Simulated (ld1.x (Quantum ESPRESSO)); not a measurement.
## Pseudopotential generation for Mo: TM semilocal, LDA (PZ), scalar-relativistic.

ld1.x (Quantum ESPRESSO) 7.5 was run on this input:

```
&input
   title='Mo', zed=42., rel=1, dft='PZ', iswitch=3,
   config='[Kr] 4d5 5s0.75 5p0',
   nld=3, rlderiv=1.65, eminld=-7.0, emaxld=5.0, deld=0.02
 /
 &inputp
   pseudotype=1, tm=.true., lloc=2,
   nlcc=.true., new_core_ps=.true., rcore=0.60,
   file_pseudopw='Mo.pp', file_wfcaegen='ae.wfc', file_wfcncgen='nc.wfc'
 /
3
4S  1  0   2.00   0.00  1.10  1.10  0.0
4P  2  1   6.00   0.00  1.25  1.25  0.0
4D  3  2   5.00   0.00  1.50  1.50  0.0
 &test
   configts(1)='4s2 4p6 4d5 5s0.75 5p0'
 /
```

Command:

```bash
ld1.x < Mo.in > Mo.out
```

Output (shortened: banner, matrices, multipoles, cross overlaps and the repeated all-electron block are left out):

```
Program LD1 v.7.5
     --------------------------- All-electron run ----------------------------

     Mo
     scalar relativistic calculation

     atomic number is 42.00
     dft =PZ   lsd =0 sic =0 latt =0  beta=0.20 tr2=1.0E-14
     Exchange-correlation= PZ
                           (   1   1   0   0   0   0   0)
     mesh =1229 r(mesh) = 100.71859 a.u. xmin = -7.00 dx = 0.01250
     1 Ry =  13.60569312 eV, c = 137.03599908

     n l     nl                  e(Ry)          e(Ha)          e(eV)
     1 0     1S 1( 2.00)     -1455.0376      -727.5188    -19796.7955
     2 0     2S 1( 2.00)      -205.6523      -102.8261     -2798.0416
     2 1     2P 1( 6.00)      -184.0009       -92.0005     -2503.4601
     3 0     3S 1( 2.00)       -35.0592       -17.5296      -477.0042
     3 1     3P 1( 6.00)       -27.9644       -13.9822      -380.4755
     4 0     4S 1( 2.00)        -4.8519        -2.4259       -66.0133
     4 1     4P 1( 6.00)        -2.9537        -1.4768       -40.1867
     3 2     3D 1(10.00)       -16.3820        -8.1910      -222.8886
     4 2     4D 1( 5.00)        -0.4051        -0.2025        -5.5116
     5 0     5S 1( 0.75)        -0.4204        -0.2102        -5.7199
     5 1     5P 1( 0.00)        -0.1700        -0.0850        -2.3132

     final scf error:  5.6E-15 reached in  33 iterations

     Etot =   -8088.743470 Ry,   -4044.371735 Ha, -110052.961403 eV

     Ekin =    8337.763709 Ry,    4168.881854 Ha,  113441.054351 eV
     Encl =  -19497.639503 Ry,   -9748.819751 Ha, -265278.899694 eV
     Eh   =    3309.472219 Ry,    1654.736110 Ha,   45027.663415 eV
     Exc  =    -238.339895 Ry,    -119.169948 Ha,   -3242.779474 eV

     normalization and overlap integrals

     s(1S/1S) =  1.000000  <r> =   0.0352  <r2> =    0.0017  r(max) =   0.0229
     s(2S/2S) =  1.000000  <r> =   0.1539  <r2> =    0.0279  r(max) =   0.1303
     s(2P/2P) =  1.000000  <r> =   0.1340  <r2> =    0.0219  r(max) =   0.1041
     s(3S/3S) =  1.000000  <r> =   0.4297  <r2> =    0.2116  r(max) =   0.3819
     s(3P/3P) =  1.000000  <r> =   0.4312  <r2> =    0.2165  r(max) =   0.3771
     s(4S/4S) =  1.000000  <r> =   1.1062  <r2> =    1.3895  r(max) =   0.9874
     s(4P/4P) =  1.000000  <r> =   1.2372  <r2> =    1.7601  r(max) =   1.0643
     s(3D/3D) =  1.000000  <r> =   0.4156  <r2> =    0.2078  r(max) =   0.3206
     s(4D/4D) =  1.000000  <r> =   1.9748  <r2> =    4.8913  r(max) =   1.3838
     s(5S/5S) =  1.000000  <r> =   3.4518  <r2> =   13.6341  r(max) =   2.8931
     s(5P/5P) =  1.000000  <r> =   4.7443  <r2> =   26.1290  r(max) =   3.8568

     ------------------------ End of All-electron run ------------------------

     --------------------- Generating NC pseudopotential ---------------------

      Generating local pot.: lloc=2, matching radius rcloc =   1.5000

      Computing core charge for nlcc:

       r > 0.61 : true rho core
      Core charge pseudized with two Bessel functions
      Integrated core pseudo-charge :  21.03

      Wfc   4S  rcut= 1.091  Using Troullier-Martins method

      Wfc   4P  rcut= 1.237  Using Troullier-Martins method

     ------------------- End of pseudopotential generation -------------------

     Computing logarithmic derivative in   1.65881
     Computing logarithmic derivative in   1.65881
     Computing the partial wave expansion
     R is outside the sphere for l=    0 j= 0.00
     R is outside the sphere for l=    1 j= 0.00
       no projector for channel:   2

     ---------------------- Testing the pseudopotential ----------------------

     Mo
     scalar relativistic calculation

     atomic number is 42.00   valence charge is 14.00
     dft =PZ   lsd =0 sic =0 latt =0  beta=0.20 tr2=1.0E-14
     mesh =1229 r(mesh) = 100.71859 xmin = -7.00 dx = 0.01250

     n l     nl             e AE (Ry)        e PS (Ry)    De AE-PS (Ry)
     1 0     4S   1( 2.00)       -4.85189       -4.85197        0.00009
     2 1     4P   1( 6.00)       -2.95367       -2.95371        0.00004
     3 2     4D   1( 5.00)       -0.40510       -0.40509       -0.00001
     2 0     5S   1( 0.75)       -0.42041       -0.42460        0.00420
     3 1     5P   1( 0.00)       -0.17002       -0.17081        0.00079

     eps = 6.2E-15  iter = 10

     Etot =   -8088.743470 Ry,   -4044.371735 Ha, -110052.961403 eV
     Etotps =  -225.584063 Ry,    -112.792031 Ha,   -3069.227530 eV

     Ekin =      45.449052 Ry,      22.724526 Ha,     618.365857 eV
     Encl =    -281.146620 Ry,    -140.573310 Ha,   -3825.194631 eV
     Ehrt =     110.529826 Ry,      55.264913 Ha,    1503.834900 eV
     Ecxc =    -107.242416 Ry,     -53.621208 Ha,   -1459.107397 eV
     (Ecc =     -89.093915 Ry,     -44.546957 Ha,   -1212.184465 eV)
     Epseu=       6.826094 Ry,       3.413047 Ha,      92.873741 eV

     ---------------------- End of pseudopotential test ----------------------
```

ld1.x takes every shell without a wave as core, so the model core holds the 5s electrons as well and exchange and correlation see them twice. This cancels in the reference configuration, but the file is broken for other ones, and its errors say nothing about a proper core correction.

Generation and configuration tests took about 2 s on one core of a shared server CPU.
